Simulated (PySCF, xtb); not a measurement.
C3H7BF2O, SMILES FB(O)[C@@H](CC)F. The values are those of a single conformer.

Harmonic wavenumbers (cm⁻¹) from GFN2-xTB (xtb) at its own minimum, in rising order: 16, 98, 148, 188, 210, 304, 391, 420, 469, 579, 616, 730, 814, 903, 931, 981, 1049, 1105, 1124, 1206, 1238, 1262, 1287, 1332, 1347, 1417, 1476, 1493, 1500, 2861, 2967, 2989, 3032, 3041, 3053, 3639.

**Question.** What does PBE-D3(BJ)/def2-SVP (PySCF) give at its own minimum? (Estimate from the structure and the level; the computed values follow.)

**Answer.** 34, 98, 168, 199, 233, 317, 412, 449, 484, 557, 645, 747, 778, 886, 952, 964, 1012, 1077, 1098, 1197, 1236, 1272, 1306, 1348, 1378, 1400, 1418, 1429, 1435, 2910, 2950, 2972, 3008, 3059, 3080, 3755. Paired by order, the mean absolute difference is 27 cm⁻¹ and the zero-point energies are 66.1 and 66.1 kcal/mol.
